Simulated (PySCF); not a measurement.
Compound: CH8GeSi.
Numbering: `[SiH3:1][CH2:2][GeH3:3]` (hydrogens: H4, H5, H6 on Si1; H7, H8 on C2; H9, H10, H11 on Ge3)

Computed, not measured: core-valence-separated Tamm–Dancoff BHandHLYP/aug-pcX-1 (pcseg-1 on H, def2-SVPD on Si, def2-SVPD on Ge) in PySCF, non-relativistic, gas phase, PBE0-D3(BJ)/def2-SVP geometry.

Computed carbon K-edge spectrum, Gaussian lines of 0.4 eV full width, highest printed point 100; it ends one width below the last computed root. No empirical shift is added; at this level the pattern usually sits a few eV under experiment.

(photon energy (eV), absorption): (284.6, 0), (284.7, 0), (284.8, 1), (284.9, 1), (285.0, 2), (285.1, 3), (285.2, 6), (285.3, 15), (285.4, 35), (285.5, 64), (285.6, 89), (285.7, 100), (285.8, 100), (285.9, 91), (286.0, 82), (286.1, 80), (286.2, 84), (286.3, 80), (286.4, 60), (286.5, 33), (286.6, 15)

Question: Assign the maxima to core holes.

Answer: 2 maxima:
- 285.7 eV: C2 (sp3 carbon bound to silicon), 285.61 eV, f = 0.036, 53 % of the height at the exact maximum; C2 (sp3 carbon bound to silicon), 285.89 eV, f = 0.033, 47 % of the height at the exact maximum
- 286.2 eV: C2 (sp3 carbon bound to silicon), 286.25 eV, f = 0.033, 78 % of the height at the exact maximum

Further lines of some strength in the range: C2, 286.36 eV, f = 0.006.

Roots within 0.03 eV on the same or equivalent atoms count as one line; shares under 12 % aren't listed.

Vibrational structure and lifetime widths aren't in the curve. The ionisation threshold wasn't computed; near and above it a finite basis only mimics Rydberg series and continuum. The BHandHLYP/aug-pcX-1 (pcseg-1 on H, def2-SVPD on Si, def2-SVPD on Ge) calculation is non-relativistic and has no spin–orbit coupling, an omission that weighs most on germanium.

Rough CPU time on one thread of a shared machine: about 13 s.
